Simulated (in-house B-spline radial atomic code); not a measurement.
Radial electron density of Dy III (Dy2+), [Xe] 4f10. Computed with an all-electron radial atomic-structure program (B-spline basis): scalar-relativistic (X2C) Hartree-Fock, spin-polarised, averaged over the determinants with the given up and down occupations, Fermi nucleus of rms radius 5.2218 fm.

One-electron X2C: radii and densities carry no picture-change correction, so inner-shell <1/r> comes out high (for 1s by about 2 % at Z = 33, 5 % at 54, 10 % at 75, 30 % at 118) and <r> low.

Columns: r (bohr), 4πr²n(r) (electrons per bohr), bar.

```
 0.00046    2.364 #
0.000567    3.222 #
0.000698    4.369 ##
 0.00086    5.909 ##
 0.00106    7.962 ###
 0.00131    10.71 ####
 0.00161    14.19 #####
 0.00198    18.68 #######
 0.00244    24.39 #########
 0.00301    31.48 ############
  0.0037    39.82 ###############
 0.00456    49.52 ###################
 0.00562     60.1 #######################
 0.00692    70.73 ###########################
 0.00853    80.33 ##############################
  0.0105    87.33 #################################
  0.0129    90.41 ##################################
   0.016     88.9 #################################
  0.0197    83.91 ###############################
  0.0242    78.75 ##############################
  0.0298    77.97 #############################
  0.0367    85.35 ################################
  0.0453    100.1 ######################################
  0.0558    114.2 ###########################################
  0.0687    117.3 ############################################
  0.0846    106.2 ########################################
   0.104    91.69 ##################################
   0.128    89.38 ##################################
   0.158    100.4 ######################################
   0.195    103.4 #######################################
    0.24    82.68 ###############################
   0.296    54.37 ####################
   0.365    45.66 #################
   0.449    53.21 ####################
   0.553     53.1 ####################
   0.682    38.78 ###############
    0.84    23.47 #########
    1.03    15.34 ######
    1.27    11.32 ####
    1.57    7.628 ###
    1.93    4.058 ##
    2.38    1.556 #
    2.94   0.4074 
    3.62  0.07158 
    4.46 0.007866 
    5.49 0.0005463
```

On this grid the curve has 4 maxima, near 0.0129, 0.0687, 0.195, 0.449 bohr.

The 4f up radial function P(r) = rR(r), positive near the nucleus:

```tsv
r (bohr)	P
0.0298	0.001961
0.0453	0.008108
0.0687	0.03023
0.104	0.09817
0.158	0.2687
0.24	0.583
0.365	0.9537
0.553	1.117
0.84	0.9316
1.27	0.5696
1.93	0.2549
2.94	0.07807
4.46	0.0133
```
